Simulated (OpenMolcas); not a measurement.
**Sm2+ in a point-charge field**

Sm2+ among 6 point charges of -1.5 e arranged as an octahedron (Oh), 2.77 Å from the ion.
```
   2.7700    0.0000    0.0000  -1.50
   0.0000    2.7700    0.0000  -1.50
  -2.7700    0.0000    0.0000  -1.50
   0.0000   -2.7700    0.0000  -1.50
   0.0000    0.0000    2.7700  -1.50
   0.0000    0.0000   -2.7700  -1.50
```

```yaml
Program: OpenMolcas 26.06
Method: CASSCF
Basis: ANO-RCC-VTZP [8s7p5d3f2g1h]
Scalar_Hamiltonian: DKH2, point nucleus
Active_space: 6 electrons in 7 orbitals (4f)
State_averaging: 2S+1 = 7 even, 7 roots; 2S+1 = 5 even, 91 roots kept (CI in the orbitals of an earlier block, 86 in the spin-orbit step); 2S+1 = 3 even, 91 roots kept (CI in the orbitals of an earlier block, 75 in the spin-orbit step); 2S+1 = 1 even, 1 root kept (CI in the orbitals of an earlier block, 0 in the spin-orbit step)
Spin-orbit_coupling: state interaction with AMFI integrals over the reference wave functions
```

The lowest spin-free states (labels of O, the rotations of Oh), above the lowest:

| State | Degeneracy | E (cm-1) | Free-ion L (%) |
| --- | --- | --- | --- |
| 7T1 | 3 | 0.0 | F (100) |
| 7T2 | 3 | 222.3 | F (100) |
| 7A2 | 1 | 448.5 | F (100) |
| 5T2 | 3 | 21724 | D (100) |
| 5E | 2 | 21811 | D (100) |
| 5T2 | 3 | 24723 | L (100) |
| 5E | 2 | 24748 | L (100) |
| 5T1 | 3 | 24822 | L (100) |
| 5T2 | 3 | 24924 | L (100) |
| 5E | 2 | 25150 | L (100) |
| 5T1 | 3 | 25160 | L (99) |
| 5A1 | 1 | 25178 | L (99) |
| 5A1 | 1 | 25946 | G (99) |
| 5T1 | 3 | 25993 | G (99) |
| 5E | 2 | 26030 | G (100) |
| 5T2 | 3 | 26171 | G (100) |
| 5T1 | 3 | 29957 | H (100) |
| 5T2 | 3 | 30056 | H (100) |
| 5E | 2 | 30268 | H (100) |
| 5T1 | 3 | 30312 | H (100) |

The lowest levels with spin-orbit coupling:

```csv
E (cm-1),Degeneracy,Label,2S+1,J,|mJ| (%)
0.0,1,A1,7,0.08,0 (100)
278.4,3,T1,7,1.04,1 (66)
720.6,2,E,7,2.01,2 (50)
835.1,3,T2,7,2.04,1 (66)
1437,1,A2,7,3.01,2 (100)
1488,3,T2,7,3.00,1 (42)
1512,3,T1,7,3.01,3 (41)
2201,3,T2,7,3.99,3 (58)
2317,2,E,7,4.01,2 (50)
2352,3,T1,7,4.00,1 (58)
2392,1,A1,7,4.01,0 (58)
3136,3,T1,7,4.99,3 (58)
3152,2,E,7,5.00,2 (50)
3207,3,T2,7,5.02,2 (33)
3265,3,T1,7,5.00,5 (35)
4104,2,E,7,5.99,0 (44)
4114,3,T2,7,5.99,1 (53)
4141,1,A2,7,6.00,2 (69)
4253,3,T2,7,5.98,5 (41)
4273,3,T1,7,5.98,4 (33)
```

Powder χT (cm3 K/mol): 0.0148 at 2 K, 0.0742 at 10 K, 0.371 at 50 K, 0.733 at 100 K, 1.23 at 200 K, 1.52 at 300 K. The effective moment at 300 K is 2.828 √(χT) = 3.49 μB.

Hund's rules give f6 a J = 0 ground level with no moment of its own; the computed χT of 1.522 cm3 K/mol at 300 K comes from higher levels.

High states are left out of the spin-orbit mixing, which shifts the levels that they would mix with. Point charges carry no covalency, so the field is a model and not that of real ligands. The first state left out of the spin-orbit step lies near 43000 cm-1 above the lowest spin-free state of the reference (among the parities and spins computed), and the lists stop at four fifths of that energy or lower. No measured value stands beside these numbers.
